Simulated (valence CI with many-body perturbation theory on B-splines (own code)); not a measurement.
**Sr VII: electric-dipole lines**

Computed by configuration interaction combined with many-body perturbation theory (CI+MBPT): four valence electrons over a frozen Dirac-Fock core [Ar] 3d10, radial functions for each j: 11 s, 11 p, 10 d, 8 f, 5 g, 2 h, with the one-electron correlation potential Σ1, the two-electron term Σ2, the three-electron term Σ3, Breit, model QED; selected CI, second order for the rest (own B-spline code, finite nucleus).

Against 13 measured levels this calculation errs by 110 cm⁻¹ on average and by 272 at most. These come from a selection out of Sansonetti, J. Phys. Chem. Ref. Data 41, 013102 (2012). Levels without a partner in it may be off by more. Among the levels kept, up to 910 cm⁻¹ of a level comes from second order outside the variational space, and about a tenth of that is noise between levels of different J, which matters for small intervals.

Lines 251 to 300 of 569 in falling wavelength, among levels below 74.239 eV, chosen from the strongest by gf and those to the six lowest levels. Wavelengths and rates use the calculated energies, so an error of 100 cm⁻¹ moves a line at 45.57 nm by 0.046 % and its rate by three times that or more. Electric multipoles are in the length gauge, E1 and E2 with the static RPA response of the core. Weak lines are less certain than strong ones. Lines between different terms over intervals too small for the method are left out, as are lines whose strength nearly cancels. Where a level lies close to another of its J and parity, the split of strength between their lines is uncertain. The highest levels of a list are the least certain.

Names give the largest LS component (configuration and term), which can be under half, so a name can repeat, a term be missing and a line seem to break the LS rules; names also repeat where a configuration has a term twice. Letters in brackets count levels of one name in rising energy.

```csv
λ vac (nm),λ from measured levels,Upper,Lower,A (s⁻¹),S (a.u.) with core polarisation,S without
48.18,,4p3 4d 5D°_1,4s 4p2 4d 5F_1,3.57e+09,5.92e-01,6.53e-01
48.16,,4s 4p2 4d 1P_1 [a],4s2 4p 4d 3F°_2,2.96e+09,4.89e-01,5.45e-01
48.01,,4s2 4p 4f 3F_2 [b],4s2 4p 4d 3P°_1 [b],3.06e+09,8.35e-01,8.87e-01
47.95,,4s 4p2 5s 3S_1,4s2 4p 5s 3P°_1,9.01e+09,1.47e+00,1.61e+00
47.84,,4s2 4p 6p 3P_1,4s2 4p 5s 3P°_2,5.76e+09,9.34e-01,1.02e+00
47.81,,4s2 4p 4f 3F_3,4s2 4p 4d 3D°_2,4.25e+09,1.61e+00,1.70e+00
47.66,,4s 4p2 5s 3S_1,4s2 4p 5s 3P°_0,4.13e+09,6.62e-01,7.30e-01
47.64,,4s2 4p 6p 3D_2,4s2 4p 5s 3P°_2,1.15e+09,3.06e-01,3.40e-01
47.37,,4s 4p2 4d 1P_1 [b],4s2 4p 4d 3D°_2,2.25e+09,3.53e-01,3.93e-01
47.14,,4s2 4p 4f 3G_3,4s2 4p 4d 3P°_2,8.44e+08,3.06e-01,3.22e-01
46.93,,4s 4p2 5s 3P_0 [b],4s2 4p 5s 3P°_1,1.83e+10,9.34e-01,1.03e+00
46.92,,4s 4p2 4d 3P_2 [c],4s2 4p 4d 3D°_3,7.60e+09,1.94e+00,2.16e+00
46.81,,4s2 4p 4f 3F_4,4s2 4p 4d 3D°_3,1.35e+10,6.14e+00,6.52e+00
46.67,,4s 4p2 4d 3D_2 [c],4s2 4p 4d 3F°_3,7.68e+09,1.93e+00,2.15e+00
46.38,,4s 4p2 4d 3D_3 [d],4s2 4p 4d 3F°_4,1.39e+10,4.80e+00,5.33e+00
46.33,,4s2 4p 4f 3F_3,4s2 4p 4d 1D°_2,5.51e+09,1.89e+00,2.01e+00
46.25,,4s2 4p 4f 3F_2 [b],4s2 4p 4d 3P°_1 [a],9.80e+09,2.39e+00,2.54e+00
46.23,,4s 4p2 4d 3D_2 [d],4s2 4p 4d 3F°_3,5.61e+09,1.37e+00,1.50e+00
45.92,,4s 4p2 4d 1P_1 [b],4s2 4p 4d 1D°_2,3.33e+09,4.78e-01,5.36e-01
45.68,,4s 4p2 4d 3D_2 [c],4s2 4p 4d 3F°_2,1.37e+09,3.23e-01,3.56e-01
45.60,,4s 4p2 4d 3D_1 [c],4s2 4p 4d 3F°_2,1.11e+10,1.56e+00,1.73e+00
45.57,45.61,4s 4p3 1P°_1,4s2 4p2 1D_2,1.63e+10,2.28e+00,2.54e+00
45.47,,4s 4p2 4d 3P_2 [d],4s2 4p 4d 3D°_3,6.17e+09,1.43e+00,1.60e+00
45.33,45.39,4s 4p3 3S°_1,4s2 4p2 3P_2,1.84e+10,2.54e+00,2.83e+00
45.27,,4s 4p2 4d 3P_1 [c],4s2 4p 4d 3D°_2,1.25e+10,1.72e+00,1.92e+00
45.25,,4s 4p2 4d 3D_2 [d],4s2 4p 4d 3F°_2,1.20e+09,2.74e-01,3.05e-01
45.14,,4s2 4p 6p 3D_2,4s2 4p 5s 3P°_1,1.86e+09,4.22e-01,4.30e-01
45.11,,4s2 4p 4f 3F_2 [b],4s2 4p 4d 3P°_2,3.72e+09,8.43e-01,9.14e-01
45.07,,4p4 3P_2,4s 4p3 5S°_2,3.70e+07,8.36e-03,9.34e-03
45.05,,4s 4p2 4d 1F_3 [b],4s2 4p 4d 1F°_3,2.15e+10,6.79e+00,7.47e+00
44.98,,4s 4p2 4d 1D_2 [b],4s2 4p 4d 1P°_1,1.60e+10,3.59e+00,3.88e+00
44.95,,4s 4p2 4d 3P_2 [c],4s2 4p 4d 3P°_1 [a],2.82e+09,6.31e-01,6.89e-01
44.91,,4s 4p2 4d 3D_3 [d],4s2 4p 4d 3F°_3,2.29e+09,7.17e-01,7.91e-01
44.77,,4s 4p2 4d 3P_0 [c],4s2 4p 4d 3P°_1 [b],2.06e+10,9.11e-01,1.01e+00
44.68,,4s2 4p 4f 3D_3,4s2 4p 4d 3D°_2,8.77e+09,2.70e+00,2.88e+00
44.60,,4s2 4p 4f 3D_3,4s2 4p 4d 3D°_3,1.05e+10,3.21e+00,3.47e+00
44.58,,4s2 4p 4f 3F_3,4s2 4p 4d 3P°_2,8.51e+09,2.61e+00,2.79e+00
44.57,,4s2 4p 4f 1F_3,4s2 4p 4d 3F°_2,1.10e+09,3.36e-01,3.52e-01
44.46,,4s 4p2 4d 3P_1 [c],4s2 4p 4d 3P°_0,2.11e+09,2.75e-01,3.05e-01
44.31,,4s2 4p 4d 3F°_2,4s2 4p2 1D_2,4.07e+08,8.74e-02,9.66e-02
44.20,,4s 4p2 4d 3P_2 [d],4s2 4p 4d 1D°_2,1.18e+10,2.52e+00,2.77e+00
44.19,,4s 4p2 4d 1P_1 [b],4s2 4p 4d 3P°_2,1.98e+09,2.53e-01,2.84e-01
44.19,44.24,4s 4p3 3S°_1,4s2 4p2 3P_1,8.82e+09,1.13e+00,1.25e+00
43.90,,4s2 4p 4f 3D_2,4s2 4p 4d 3D°_2,1.52e+10,3.17e+00,3.41e+00
43.87,,4s 4p2 4d 3P_2 [c],4s2 4p 4d 3P°_2,7.25e+09,1.51e+00,1.67e+00
43.84,,4s 4p2 4d 1D_2 [b],4s2 4p 4d 1F°_3,1.51e+10,3.13e+00,3.49e+00
43.83,,4s2 4p 4f 3D_2,4s2 4p 4d 3D°_3,1.87e+09,3.90e-01,4.20e-01
43.72,,4s 4p2 4d 3P_2 [a],4s 4p3 3P°_2,1.80e+09,3.70e-01,4.13e-01
43.57,,4s2 4p 4f 3D_2,4s2 4p 4d 3P°_1 [b],1.07e+10,2.18e+00,2.32e+00
43.53,,4s 4p2 4d 3P_2 [a],4s 4p3 3P°_1,1.29e+09,2.64e-01,2.92e-01
```
